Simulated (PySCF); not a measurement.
CH₅O, SMILES C[OH2+], charge +1. Geometry optimised at B3LYP-D3(BJ)/def2-TZVP. The isomer is the one that the SMILES or the coordinates give; other isomers of the formula were not compared.

Level of theory: B3LYP-D3(BJ)/def2-TZVP in PySCF.

Harmonic wavenumbers (cm⁻¹): 244, 682, 799, 929, 1166, 1280, 1467, 1476, 1481, 1673, 3094, 3215, 3220, 3626, 3702. Rotational constants (GHz): 104.6, 21.01, 20.16; symmetry number 1.

Q: Work out the zero-point energy and the ideal-gas rigid-rotor harmonic-oscillator thermochemistry at 298.15 K and 1 atm.

A: ZPE = ½ Σ hcν = ½ × 28056 cm⁻¹ = 40.11 kcal/mol. H − E(el) = 42.98 kcal/mol. Entropy in cal/(mol K): translation 36.42, rotation 19.52, vibration 2.56, total 58.50. G − E(el) = 25.53 kcal/mol. Cp = 12.37 cal/(mol K).
